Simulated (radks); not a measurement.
The numbers below are computed, except where a source is named.
Problem. All-electron atom: Zr III in [Kr] 4d2. Level of theory: Dirac Kohn-Sham, BLYP, spin-unpolarised, spherical densities, finite nucleus; open shells fill j = l - 1/2 first; Fermi nuclear charge, rms radius 4.2694 fm (a radial shooting solver on a logarithmic mesh with Libxc functionals).

Spin-orbit splittings of the eigenvalues, e(l+1/2) - e(l-1/2), with zeta = 2 splitting/(2l+1) and mean radii in bohr:

| shell | occ. | splitting (eV) | zeta (eV) | <r> j=l-1/2 | <r> j=l+1/2 |
|---|---|---|---|---|---|
| 2p | 6 | 85.92 | 57.28 | 0.1386 | 0.1430 |
| 3p | 6 | 13.68 | 9.120 | 0.4551 | 0.4656 |
| 3d | 10 | ? | ? | 0.4505 | 0.4541 |
| 4p | 6 | 1.796 | 1.197 | 1.343 | 1.374 |
| 4d | 2 | 0.1532 | 0.06127 | 2.020 | 2.036 |

Estimate the 3d splitting.

Solution. 2.499 eV (zeta = 0.9996 eV).
